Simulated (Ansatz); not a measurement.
Basis sets compared for GeH2MeBr (CH5BrGe). The state is a singlet with charge 0. Geometry PBE0-D4/def2-SVP. Ansatz on 4 threads of Arm Neoverse V2 on a shared host; times are rough, and most runs start from earlier orbitals.

Cartesian coordinates in Å:
```
Ge -0.3157 0.4210 0.7083
H -0.6175 -0.4622 1.9303
H -1.4744 1.3967 0.4444
C 0.1536 -0.6187 -0.8621
H -0.6833 -1.2778 -1.1394
H 1.0399 -1.2339 -0.6530
H 0.3761 0.0515 -1.7040
Br 1.5211 1.7234 1.2756
```

Binding counts from free atoms (Ge triplet, H doublet, C triplet, Br doublet) in the same basis, without a counterpoise term.

```tsv
level	functions	energy (Eh)	HOMO (eV)	LUMO (eV)	binding per atom (eV)	wall time
PBE-D4/def2-SVP	103	-4690.9489	-6.60	-0.92	3.25	0.6 s
PBE0-D4/def2-SVP	103	-4691.1084	-7.92	-0.03	3.24	0.95 s
```

Question: Estimate the rows for PBE-D4/def2-TZVP, PBE0-D4/def2-TZVP (with forces).

Answer: 
| level | functions | energy (Eh) | HOMO (eV) | LUMO (eV) | binding per atom (eV) | wall time |
| --- | --- | --- | --- | --- | --- | --- |
| PBE-D4/def2-TZVP | 157 | -4691.5714 | -6.79 | -1.17 | 3.25 | 1 s |
| PBE0-D4/def2-TZVP (with forces) | 157 | -4691.7275 | -8.06 | -0.26 | 3.23 | 2.1 s |
